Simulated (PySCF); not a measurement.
SMILES O=CCC[SiH3] (C₃H₈OSi), GFN2-xTB optimised geometry.

```
13

O      0.69    -1.53     0.00
C     -0.51    -1.53     0.00
C     -1.35    -0.29     0.00
C     -0.55     0.93     0.44
Si     1.18     1.03    -0.38
H     -1.08    -2.48    -0.02
H     -1.70    -0.17    -1.03
H     -2.24    -0.45     0.62
H     -0.43     0.89     1.52
H     -1.13     1.82     0.21
H      2.24     0.54     0.48
H      1.41     2.48    -0.57
H      1.15     0.44    -1.72
```

Density from PBE0/def2-TZVP run with PySCF at that geometry.

Minimum of the electron density along straight lines between bonded atoms, close to the bond critical point (lines longer than 1.1 times the sum of covalent radii, or with two minima, are not listed):

```json
[
 {"bond": "O1–C2", "length / Å": "1.200", "ρ at the minimum / e bohr⁻³": "0.428", "∇²ρ there / e bohr⁻⁵": "0.09", "position (fraction from the first atom)": "0.67"},
 {"bond": "C2–C3", "length / Å": "1.491", "ρ at the minimum / e bohr⁻³": "0.271", "∇²ρ there / e bohr⁻⁵": "-0.74", "position (fraction from the first atom)": "0.52"},
 {"bond": "C3–C4", "length / Å": "1.522", "ρ at the minimum / e bohr⁻³": "0.243", "∇²ρ there / e bohr⁻⁵": "-0.59", "position (fraction from the first atom)": "0.51"},
 {"bond": "C4–Si5", "length / Å": "1.915", "ρ at the minimum / e bohr⁻³": "0.113", "∇²ρ there / e bohr⁻⁵": "0.15", "position (fraction from the first atom)": "0.61"},
 {"bond": "C2–H6", "length / Å": "1.107", "ρ at the minimum / e bohr⁻³": "0.280", "∇²ρ there / e bohr⁻⁵": "-1.00", "position (fraction from the first atom)": "0.65"},
 {"bond": "C3–H7", "length / Å": "1.096", "ρ at the minimum / e bohr⁻³": "0.272", "∇²ρ there / e bohr⁻⁵": "-0.91", "position (fraction from the first atom)": "0.64"},
 {"bond": "C3–H8", "length / Å": "1.094", "ρ at the minimum / e bohr⁻³": "0.276", "∇²ρ there / e bohr⁻⁵": "-0.94", "position (fraction from the first atom)": "0.64"},
 {"bond": "C4–H9", "length / Å": "1.091", "ρ at the minimum / e bohr⁻³": "0.275", "∇²ρ there / e bohr⁻⁵": "-0.92", "position (fraction from the first atom)": "0.64"},
 {"bond": "C4–H10", "length / Å": "1.089", "ρ at the minimum / e bohr⁻³": "0.276", "∇²ρ there / e bohr⁻⁵": "-0.93", "position (fraction from the first atom)": "0.64"},
 {"bond": "Si5–H11", "length / Å": "1.456", "ρ at the minimum / e bohr⁻³": "0.127", "∇²ρ there / e bohr⁻⁵": "0.20", "position (fraction from the first atom)": "0.49"},
 {"bond": "Si5–H12", "length / Å": "1.475", "ρ at the minimum / e bohr⁻³": "0.121", "∇²ρ there / e bohr⁻⁵": "0.19", "position (fraction from the first atom)": "0.49"},
 {"bond": "Si5–H13", "length / Å": "1.462", "ρ at the minimum / e bohr⁻³": "0.124", "∇²ρ there / e bohr⁻⁵": "0.19", "position (fraction from the first atom)": "0.49"}
]
```
